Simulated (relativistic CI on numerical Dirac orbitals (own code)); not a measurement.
# Spin-allowed bands of a d2 ion in an octahedral site, by hand

Problem. Take Δ = 13300 cm⁻¹ and B = 890 cm⁻¹ for a d2 ion in an octahedral site. Calculate the three spin-allowed bands.

Working.
1. The terms of highest spin are 3F (energy 0) and 3P (15B = 13350 cm⁻¹). Here the F term splits into A2 at +1.2Δ = 15960, T2 at +0.2Δ = 2660 and T1 at −0.6Δ = -7980 cm⁻¹.
2. The two T1 states mix through the element 0.4Δ: H = [[-7980, 5320], [5320, 13350]], with roots ½(H₁₁ + H₂₂) ∓ ½√[(H₂₂ − H₁₁)² + 4H₁₂²] = ½(5370) ∓ ½(23836) = -9233 and 14603 cm⁻¹.
3. The ground term is 3T1 at -9233 cm⁻¹.
4. Bands: 3T2 11893 cm⁻¹ (841 nm), 3T1(P) 23836 cm⁻¹ (420 nm), 3A2 25193 cm⁻¹ (397 nm).

Check. Exact diagonalisation of the whole d2 shell with these parameters gives 3T2 11893, 3T1 23836, 3A2 25193 cm⁻¹. The match is exact, since without spin-orbit coupling no other term has this spin. The ratio of the second band to the first, 2.004, depends on Δ/B = 14.9 alone, which is how a Tanabe-Sugano diagram is read.
